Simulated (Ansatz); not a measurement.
Frontier orbitals of `C1[NH][AlH][S]1`.

```xyz
8

C    -0.8918   -0.3013   -0.3364
N    -0.1792    0.5965    0.5553
Al    1.4632    0.0836    0.1622
S     0.4355   -1.2769   -1.1860
H    -1.4696    0.2185   -1.1071
H    -1.5431   -1.0084    0.1869
H    -0.7356    1.2193    1.1143
H     2.9206    0.4687    0.6108
```

Charge 0, multiplicity 1. Geometry: relaxed with PBE0-D4/def2-TZVP. Basis def2-TZVPP, the Gaussian-basis code of Ansatz.

A caution on the coupled-cluster cation, which keeps the state that its UHF reference found: large T1 diagnostic of the cation.

Compute the vertical ionisation energy as the energy of the cation minus that of the neutral molecule, at each level. (An estimate is asked.)

Computed: 
```tsv
level	IE (eV)	difference from CCSD(T)/CBS(def2)
PBE-D4/def2-TZVPP	8.78	-0.57
r2SCAN-D4/def2-TZVPP	8.86	-0.49
PBE0-D4/def2-TZVPP	8.97	-0.38
B3LYP-D4/def2-TZVPP	8.96	-0.38
ωB97X-V/def2-TZVPP	9.10	-0.25
ωB97M-V/def2-TZVPP	9.10	-0.25
B2PLYP/def2-TZVPP	9.04	-0.31
HF/def2-TZVPP	7.85	-1.49
MP2/def2-TZVPP	9.46	0.12
CCSD/def2-TZVPP	9.11	-0.23
CCSD(T)/def2-TZVPP	9.18	-0.17
HF/def2-QZVPP	7.86	-1.49
MP2/def2-QZVPP	9.56	0.21
HF/CBS(def2)	7.86	-1.49
MP2/CBS(def2)	9.63	0.28
CCSD/CBS(def2)	9.28	-0.07
CCSD(T)/CBS(def2)	9.35	0.00
```

B3LYP here is the variant with VWN-RPA as its local correlation; programs differ in this.
